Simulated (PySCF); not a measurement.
A calculated (r2SCAN0, PySCF 2.14, cc-pVTZ-X2C, scalar relativity by spin-free X2C-1e) atom or ion has these occupied shells.

| shell | electrons | orbital energy (eV) | rms radius, mean of both spins (bohr) |
| --- | --- | --- | --- |
| 1s α | 1 | -61257.4 | 0.0223 |
| 1s β | 1 | -61257.4 | 0.0223 |
| 2s α | 1 | -10428.1 | 0.0901 |
| 2s β | 1 | -10428.1 | 0.0901 |
| 2p α | 3 | -9211.5 | 0.0815 |
| 2p β | 3 | -9211.4 | 0.0815 |
| 3s β | 1 | -2371.0 | 0.231 |
| 3s α | 1 | -2371.0 | 0.231 |
| 3p β | 3 | -1999.3 | 0.232 |
| 3p α | 3 | -1999.3 | 0.232 |
| 3d β | 5 | -1534.5 | 0.212 |
| 3d α | 5 | -1534.5 | 0.212 |
| 4s β | 1 | -476.21 | 0.519 |
| 4s α | 1 | -476.20 | 0.519 |
| 4p β | 3 | -352.68 | 0.552 |
| 4p α | 3 | -352.65 | 0.552 |
| 4d β | 5 | -186.08 | 0.605 |
| 4d α | 5 | -186.05 | 0.605 |
| 5s α | 1 | -58.054 | 1.30 |
| 5s β | 1 | -57.844 | 1.30 |
| 5p α | 3 | -29.279 | 1.56 |
| 5p β | 3 | -28.921 | 1.56 |
| 4f α | 7 | -4.812 | 0.923 |
| 4f β | 7 | -4.784 | 0.923 |
| 6s α | 1 | -4.565 | 4.30 |
| 5d α | 1 | -1.645 | 4.00 |

**Question.** Name the element and its charge.

**Answer.** Yb (ytterbium, neutral), in [Xe] 4f14 5d1 6s1, high-spin 3D determinant (an excited configuration).
